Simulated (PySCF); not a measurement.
Species: C6H8F2O.
SMILES with atom numbers: `[CH2:1]=[CH:2]/[C:3]([CH3:4])=[CH:5]/[O:6][CH:7]([F:8])[F:9]` (hydrogens: H10, H11 on C1; H12 on C2; H13, H14, H15 on C4; H16 on C5; H17 on C7)

Geometry (GFN2-xTB, Å), atoms numbered from 1 in this order:
```
atom  x, y, z in Å
C1     2.7011    0.5426   -0.8751
C2     1.4390    0.1316   -0.9318
C3     0.4801    0.2114    0.1584
C4     0.8972    0.7972    1.4716
C5    -0.7592   -0.2445   -0.0419
O6    -1.7346   -0.1839    0.9445
C7    -2.8375   -0.9213    0.7390
F8    -3.8280   -0.4360    1.4993
F9    -2.6598   -2.2114    1.1381
H10    3.1260    0.9847    0.0090
H11    3.3585    0.4473   -1.7218
H12    1.0623   -0.3057   -1.8473
H13    1.2108    1.8310    1.3380
H14    0.0687    0.7666    2.1718
H15    1.7341    0.2362    1.8833
H16   -1.0821   -0.6752   -0.9819
H17   -3.1834   -0.9585   -0.3137
```

A PySCF run (density fitting, gas phase, GFN2-xTB geometry) gave HOMO -5.42 eV, LUMO -1.56 eV, dipole 2.03 D and E = -508.149 Eh.

**Question.** Which of these levels was it?
A. PBE0/MINI
B. PBE0/def2-SVPD
C. PBE0/pcSseg-1
D. CAM-B3LYP/6-31++G**
E. BLYP/pcSseg-1

**Answer.** E. It is BLYP/pcSseg-1. All candidates on this geometry:

| level and settings | kind | basis functions | SCF cycles | E (Eh) | HOMO (eV) | LUMO (eV) | dipole (D) |
| --- | --- | --- | --- | --- | --- | --- | --- |
| BLYP/pcSseg-1, start guess atom | GGA | 193 | 13 | -508.1486 | -5.42 | -1.56 | 2.03 |
| PBE0/def2-SVPD | global hybrid | 253 | 14 | -507.4300 | -6.69 | -0.89 | 2.33 |
| PBE0/pcSseg-1 | global hybrid | 193 | 14 | -507.7265 | -6.65 | -0.82 | 2.33 |
| PBE0/MINI | global hybrid | 53 | 13 | -504.0013 | -8.49 | -2.59 | 1.80 |
| CAM-B3LYP/6-31++G**, energy threshold 1e-11 Eh | range-separated hybrid | 210 | 13 | -508.1441 | -7.85 | 0.13 | 2.56 |

The nearest other candidate, by the summed differences of HOMO and LUMO, is PBE0/def2-SVPD: its HOMO differs by -1.27 eV and its LUMO by +0.67 eV. Cycle counts include a coarse-grid stage where the run had one. All basis functions are spherical, in the Pople sets too.
